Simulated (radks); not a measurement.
Fractional charge and spin in the 4d shell of palladium: the spin-up occupation runs from 4 to 5 and the spin-down occupation from 4 to 5; the fullest corner is Pd, [Kr] 4d(up 5, down 5). All-electron calculation, scalar-relativistic Kohn-Sham, PBE, spin-polarised, spherical densities, finite nucleus; Fermi nuclear charge, rms radius of each element as measured or else 0.836 A^(1/3) + 0.57 fm. Program: a radial shooting solver on a logarithmic mesh with Libxc functionals. Energy (eV) above the fullest corner. The planes named below are the two flat planes that join the four corners, with an edge along up + down = one added electron.

\begin{tabular}{lrrrrr}
down \ up & 4 & 4.25 & 4.5 & 4.75 & 5 \\ \hline
4 & 29.934 & 23.512 & 17.891 & 13.046 & 8.949 \\
4.25 & 23.512 & 17.935 & 13.131 & 9.074 & 5.733 \\
4.5 & 17.891 & 13.131 & 9.115 & 5.814 & 3.194 \\
4.75 & 13.046 & 9.074 & 5.814 & 3.234 & 1.297 \\
5 & 8.949 & 5.733 & 3.194 & 1.297 & 0.000 \\
\end{tabular}

Corners above the fullest one (they belong to Pd+ and the next ion): (up 5, down 4) 8.949 eV, (up 4, down 5) 8.949 eV, (up 4, down 4) 29.934 eV. With half an added electron in each spin the energy lies 0.167 eV from the planes, and with half an added electron in spin up alone -1.550 eV. The planes are only a guide here: the flat-plane condition holds for ground states with one frontier orbital, while this shell is degenerate and averaged over m.
